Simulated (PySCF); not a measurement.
Zr(Cl)2(NH2)(Me) (CH5Cl2NZr), SMILES [Cl][Zr]([CH3])([NH2])[Cl], multiplicity 1. The structure is a stationary point at PBE-D3(BJ)/def2-SVP. The multiplicity is an assumed one; no other spin state was optimised. The structure was generated by enumeration; whether it is a known compound was not checked. The def2 effective core potentials stand for the cores of Zr; spin–orbit coupling is left out. One conformer was computed; it need not be the lowest.

Computed with PBE-D3(BJ)/def2-SVP in PySCF.

Harmonic wavenumbers (cm⁻¹): 85, 98, 101, 124, 132, 158, 191, 363, 377, 431, 460, 484, 495, 531, 655, 1110, 1345, 1347, 1436, 2940, 3041, 3050, 3440, 3533. Rotational constants (GHz): 2.109, 1.278, 1.124; symmetry number 1.

Question: Work out the zero-point energy and the ideal-gas rigid-rotor harmonic-oscillator thermochemistry at 298.15 K and 1 atm.

Answer: ZPE = ½ Σ hcν = ½ × 25927 cm⁻¹ = 37.06 kcal/mol. H − E(el) = 43.74 kcal/mol. Entropy in cal/(mol K): translation 41.68, rotation 29.05, vibration 27.66, total 98.39. G − E(el) = 14.41 kcal/mol. Cp = 32.48 cal/(mol K). Modes under 150 cm⁻¹ make the vibrational entropy uncertain.
